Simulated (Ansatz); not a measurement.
All values below come from r2SCAN-D4/def2-TZVP (Ansatz, a program for electronic structure). No frequencies were computed at this level.

Ansatz 0.2 input:
```yaml
crystal:
  periodic: [false, false, false]
  atoms:
    - { symbol: N, position_ang: [0.757511, -0.524428, 1.548065] }
    - { symbol: C, position_ang: [0.387413, -0.080292, 0.425278] }
    - { symbol: N, position_ang: [1.152464, 0.121136, -0.685281] }
    - { symbol: C, position_ang: [-1.078903, 0.249951, 0.227428] }
    - { symbol: O, position_ang: [-1.505563, 0.109147, -1.108179] }
    - { symbol: H, position_ang: [1.75648, -0.700554, 1.625732] }
    - { symbol: H, position_ang: [0.741772, 0.606896, -1.465652] }
    - { symbol: H, position_ang: [2.155382, 0.094575, -0.618786] }
    - { symbol: H, position_ang: [-1.232663, 1.303841, 0.479676] }
    - { symbol: H, position_ang: [-1.67333, -0.356878, 0.91815] }
    - { symbol: H, position_ang: [-1.460565, -0.823392, -1.346431] }
basis:
  gaussian: { orbitals: def2-tzvp }
hamiltonian:
  xc: r2scan
  dispersion: d4
relax:
  max_steps: 150
```

Output:

```
Functional definition: r2SCAN
1085 factors; their error is unknown
mean field evaluation 1: about -7184.6673 eV, gradient 8.2e1 eV
mean field evaluation 2: about -7169.6042 eV, gradient 1.1e2 eV
mean field evaluation 4: about -7197.2002 eV, gradient 1.2e1 eV
mean field evaluation 8: about -7197.4899 eV, gradient 2.7e-1 eV
mean field evaluation 16: about -7197.4577 eV, gradient 5.5e-4 eV
mean field -7197.45767557 eV, -264.5016909650 hartree, gradient 5.0e-5 eV, S^2 0.000000; 0 other end points of the search recorded, 0 dependent functions left out
reference -7197.45768589 eV, -264.5016913443 hartree; 20, 20 occupied and 171, 171 virtual orbitals, 1085 factors
relax step   1: F+E_penalty+E_count = -7197.50487970 eV  Δ(F+E_penalty+E_count) = +0.000e0 eV  max|allowed force component| = 1.067e0 eV/Å  Δτ_max = 0.0000 Å  (29 SCF iters, accepted)
these checks for a lower state are left out or cut short: starts, cluster_reference, orbital_swaps, neighbouring_geometries, increment
1085 factors; their error is unknown
mean field -7197.47411493 eV, -264.5022951006 hartree, gradient 2.3e-5 eV, S^2 0.000000; 0 other end points of the search recorded, 0 dependent functions left out
reference -7197.47412523 eV, -264.5022954790 hartree; 20, 20 occupied and 171, 171 virtual orbitals, 1085 factors
relax step   2: F+E_penalty+E_count = -7197.52124854 eV  Δ(F+E_penalty+E_count) = -1.637e-2 eV  max|allowed force component| = 4.005e-1 eV/Å  Δτ_max = 0.0378 Å  (34 SCF iters, accepted)
these checks for a lower state are left out or cut short: starts, cluster_reference, orbital_swaps, neighbouring_geometries, increment
1085 factors; their error is unknown
mean field evaluation 32: about -7197.4789 eV, gradient 2.2e-5 eV
mean field -7197.47892819 eV, -264.5024719846 hartree, gradient 2.3e-5 eV, S^2 0.000000; 0 other end points of the search recorded, 0 dependent functions left out
reference -7197.47893848 eV, -264.5024723627 hartree; 20, 20 occupied and 171, 171 virtual orbitals, 1085 factors
relax step   3: F+E_penalty+E_count = -7197.52603190 eV  Δ(F+E_penalty+E_count) = -4.783e-3 eV  max|allowed force component| = 1.179e-1 eV/Å  Δτ_max = 0.0170 Å  (34 SCF iters, accepted)
these checks for a lower state are left out or cut short: starts, cluster_reference, orbital_swaps, neighbouring_geometries, increment
1085 factors; their error is unknown
mean field -7197.48039353 eV, -264.5025258347 hartree, gradient 2.3e-5 eV, S^2 0.000000; 0 other end points of the search recorded, 0 dependent functions left out
reference -7197.48040380 eV, -264.5025262121 hartree; 20, 20 occupied and 171, 171 virtual orbitals, 1085 factors
relax step   4: F+E_penalty+E_count = -7197.52751178 eV  Δ(F+E_penalty+E_count) = -1.480e-3 eV  max|allowed force component| = 8.064e-2 eV/Å  Δτ_max = 0.0271 Å  (34 SCF iters, accepted)
these checks for a lower state are left out or cut short: starts, cluster_reference, orbital_swaps, neighbouring_geometries, increment
1085 factors; their error is unknown
mean field -7197.48115401 eV, -264.5025537819 hartree, gradient 2.3e-5 eV, S^2 0.000000; 0 other end points of the search recorded, 0 dependent functions left out
reference -7197.48116427 eV, -264.5025541591 hartree; 20, 20 occupied and 171, 171 virtual orbitals, 1085 factors
relax step   5: F+E_penalty+E_count = -7197.52826210 eV  Δ(F+E_penalty+E_count) = -7.503e-4 eV  max|allowed force component| = 2.345e-2 eV/Å  Δτ_max = 0.0127 Å  (34 SCF iters, accepted)
these checks for a lower state are left out or cut short: starts, cluster_reference, orbital_swaps, neighbouring_geometries, increment
1085 factors; their error is unknown
mean field -7197.48146522 eV, -264.5025652187 hartree, gradient 2.3e-5 eV, S^2 0.000000; 0 other end points of the search recorded, 0 dependent functions left out
reference -7197.48147548 eV, -264.5025655958 hartree; 20, 20 occupied and 171, 171 virtual orbitals, 1085 factors
relax step   6: F+E_penalty+E_count = -7197.52857059 eV  Δ(F+E_penalty+E_count) = -3.085e-4 eV  max|allowed force component| = 3.143e-2 eV/Å  Δτ_max = 0.0120 Å  (34 SCF iters, accepted)
these checks for a lower state are left out or cut short: starts, cluster_reference, orbital_swaps, neighbouring_geometries, increment
1085 factors; their error is unknown
mean field -7197.48170948 eV, -264.5025741952 hartree, gradient 2.3e-5 eV, S^2 0.000000; 0 other end points of the search recorded, 0 dependent functions left out
reference -7197.48171974 eV, -264.5025745720 hartree; 20, 20 occupied and 171, 171 virtual orbitals, 1085 factors
relax step   7: F+E_penalty+E_count = -7197.52881150 eV  Δ(F+E_penalty+E_count) = -2.409e-4 eV  max|allowed force component| = 2.336e-2 eV/Å  Δτ_max = 0.0154 Å  (33 SCF iters, accepted)
these checks for a lower state are left out or cut short: starts, cluster_reference, orbital_swaps, neighbouring_geometries, increment
1085 factors; their error is unknown
mean field evaluation 64: about -7197.4771 eV, gradient 5.8e-1 eV
mean field -7197.47751551 eV, -264.5024200694 hartree, gradient 2.3e-5 eV, S^2 0.000000; 0 other end points of the search recorded, 0 dependent functions left out
reference -7197.47752579 eV, -264.5024204473 hartree; 20, 20 occupied and 171, 171 virtual orbitals, 1085 factors
relax step   8: F+E_penalty+E_count = -7197.52461927 eV  Δ(F+E_penalty+E_count) = +4.192e-3 eV  max|allowed force component| = 3.373e-1 eV/Å  Δτ_max = 0.0173 Å  (33 SCF iters, rejected (line search))
these checks for a lower state are left out or cut short: starts, cluster_reference, orbital_swaps, neighbouring_geometries, increment
1085 factors; their error is unknown
mean field -7197.48182612 eV, -264.5025784817 hartree, gradient 2.3e-5 eV, S^2 0.000000; 0 other end points of the search recorded, 0 dependent functions left out
reference -7197.48183638 eV, -264.5025788585 hartree; 20, 20 occupied and 171, 171 virtual orbitals, 1085 factors
relax step   9: F+E_penalty+E_count = -7197.52892582 eV  Δ(F+E_penalty+E_count) = -1.143e-4 eV  max|allowed force component| = 1.530e-2 eV/Å  Δτ_max = 0.0087 Å  (34 SCF iters, accepted)
these checks for a lower state are left out or cut short: starts, cluster_reference, orbital_swaps, neighbouring_geometries, increment
1085 factors; their error is unknown
mean field -7197.48185935 eV, -264.5025797028 hartree, gradient 2.3e-5 eV, S^2 0.000000; 0 other end points of the search recorded, 0 dependent functions left out
reference -7197.48186961 eV, -264.5025800796 hartree; 20, 20 occupied and 171, 171 virtual orbitals, 1085 factors
relax step  10: F+E_penalty+E_count = -7197.52895595 eV  Δ(F+E_penalty+E_count) = -3.013e-5 eV  max|allowed force component| = 1.970e-2 eV/Å  Δτ_max = 0.0101 Å  (34 SCF iters, accepted)
these checks for a lower state are left out or cut short: starts, cluster_reference, orbital_swaps, neighbouring_geometries, increment
1085 factors; their error is unknown
mean field -7197.48184262 eV, -264.5025790880 hartree, gradient 2.4e-5 eV, S^2 0.000000; 0 other end points of the search recorded, 0 dependent functions left out
reference -7197.48185288 eV, -264.5025794648 hartree; 20, 20 occupied and 171, 171 virtual orbitals, 1085 factors
relax step  11: F+E_penalty+E_count = -7197.52893724 eV  Δ(F+E_penalty+E_count) = +1.872e-5 eV  max|allowed force component| = 2.059e-2 eV/Å  Δτ_max = 0.0065 Å  (34 SCF iters, rejected (line search))
these checks for a lower state are left out or cut short: starts, cluster_reference, orbital_swaps, neighbouring_geometries, increment
1085 factors; their error is unknown
mean field evaluation 96: about -7197.4819 eV, gradient 2.3e-5 eV
mean field -7197.48188930 eV, -264.5025808034 hartree, gradient 2.3e-5 eV, S^2 0.000000; 0 other end points of the search recorded, 0 dependent functions left out
reference -7197.48189955 eV, -264.5025811802 hartree; 20, 20 occupied and 171, 171 virtual orbitals, 1085 factors
relax step  12: F+E_penalty+E_count = -7197.52898632 eV  Δ(F+E_penalty+E_count) = -3.037e-5 eV  max|allowed force component| = 5.637e-3 eV/Å  Δτ_max = 0.0033 Å  (34 SCF iters, accepted)
1085 factors; their error is unknown
mean field -7197.48188930 eV, -264.5025808034 hartree, gradient 2.4e-5 eV, S^2 0.000000; 1 other end points of the search recorded, 0 dependent functions left out
reference -7197.48189955 eV, -264.5025811802 hartree; 20, 20 occupied and 171, 171 virtual orbitals, 1085 factors
Total energy: -7197.52899657 eV, -264.5043119637 hartree
Atom 0 at     0.765146    -0.481006     1.593418 Å, force    -0.001076    -0.000468     0.002949 eV/Å
Atom 1 at     0.395843    -0.094295     0.432944 Å, force    -0.003136     0.005431    -0.002575 eV/Å
Atom 2 at     1.156002     0.083667    -0.688481 Å, force    -0.000315    -0.005591     0.005637 eV/Å
Atom 3 at    -1.072446     0.230890     0.228447 Å, force     0.001428    -0.004858    -0.000173 eV/Å
Atom 4 at    -1.490523     0.180988    -1.131255 Å, force    -0.002361     0.002723    -0.001486 eV/Å
Atom 5 at     1.777331    -0.609320     1.642705 Å, force     0.003072    -0.001001    -0.001697 eV/Å
Atom 6 at     0.728307     0.521429    -1.488579 Å, force    -0.001520     0.002439    -0.003647 eV/Å
Atom 7 at     2.158977     0.077651    -0.621341 Å, force     0.003398     0.000691     0.000464 eV/Å
Atom 8 at    -1.241207     1.261163     0.553709 Å, force    -0.000474     0.000493    -0.000526 eV/Å
Atom 9 at    -1.661621    -0.425277     0.874890 Å, force     0.000347     0.000517     0.000332 eV/Å
Atom 10 at    -1.515811    -0.745889    -1.396457 Å, force     0.000638    -0.000377     0.000722 eV/Å
Dipole moment:     0.281786    -0.009571    -0.501873 e Å
```

Cost: around 110 core-seconds (rough).
